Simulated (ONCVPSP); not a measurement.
## An all-electron radial function and its pseudo partner (hydrogen (H))

Columns: radius, all-electron u(r) and pseudo u(r) of the 1s shell (level -6.35 eV) of hydrogen in the configuration 1s1; LDA (Perdew-Wang 92), scalar-relativistic, ONCV scheme, ONCVPSP 4.0.1.

```tsv
r (bohr)	all-electron	pseudo
0.062	0.1079	0.0860
0.125	0.2042	0.1714
0.188	0.2884	0.2531
0.250	0.3605	0.3285
0.312	0.4229	0.3980
0.375	0.4774	0.4614
0.438	0.5239	0.5167
0.500	0.5625	0.5629
0.562	0.5948	0.6011
0.625	0.6219	0.6322
0.688	0.6438	0.6563
0.750	0.6609	0.6739
0.812	0.6739	0.6860
0.875	0.6835	0.6932
0.938	0.6899	0.6965
1.000	0.6933	0.6969
1.062	0.6942	0.6957
1.125	0.6929	0.6933
1.188	0.6897	0.6897
1.250	0.6848	0.6848
1.312	0.6784	0.6784
1.375	0.6706	0.6706
1.438	0.6617	0.6617
1.500	0.6519	0.6519
1.562	0.6413	0.6413
1.625	0.6299	0.6299
```

**Question.** How many radial nodes do the two functions have?

**Answer.** The all-electron 1s function has n − l − 1 = 0; the pseudo-wave has 0.

**Question.** At about which radius was the pseudo-wave matched?

**Answer.** 1.25 bohr. The columns agree to 0.0005 from 1.12 bohr on; several derivatives are matched, so the curves merge somewhat inside the radius.

**Question.** Where does each function peak?

**Answer.** Outermost all-electron maximum near 1.06 bohr, pseudo maximum near 1.00 bohr (to the table’s step).

**Question.** Is the pseudo-wave norm-conserving?

**Answer.** Yes: the ONCV scheme keeps the norm inside the radius equal to the all-electron one, which fixes the energy derivative of the logarithmic derivative at the level.
